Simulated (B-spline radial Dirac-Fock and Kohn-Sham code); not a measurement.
# Kohn-Sham estimates against Dirac-Fock for the levels of Nd⁴²⁺

System: Nd⁴²⁺ in the configuration [Ne] 3s2 3p6.

The density-functional columns are spherical, spin-unpolarised Dirac-Kohn-Sham results without Breit or QED terms: −ε is minus the orbital energy of the initial state and ΔSCF the difference of two total energies. The reference in the last column comes from Dirac-Fock (average of configuration) total-energy differences with a finite nucleus, the Breit interaction including its frequency dependence, and self-energy and vacuum-polarisation corrections. All numbers are from a radial atomic solver, in eV; a selection of levels is shown. The Kohn-Sham columns are given as differences from the reference. For the 1s level of heavy atoms much of the gap between ΔSCF and the reference is the Breit and QED part, -176.5 eV here; for other levels the error of the functional can be larger.

```
level  LDA −ε − DF  LDA ΔSCF − DF  Dirac-Fock
   1s       -299.3         +163.9     46130.2
   2s       -153.5          -42.0      9607.8
2p1/2       -117.7          +16.0      9221.5
2p3/2       -121.8           +2.8      8697.3
   3s        -67.1          -20.1      3657.1
3p1/2        -41.5           +8.2      3500.2
3p3/2        -43.0           +4.6      3371.6
```

For the outermost level NIST gives 3371 ± 4 eV (theoretical); the differences from it are LDA −ε -42.40, LDA ΔSCF +5.28, Dirac-Fock +0.63 eV.

Values without a named source are computed, but for edge energies of neutral atoms, which are taken from tables.
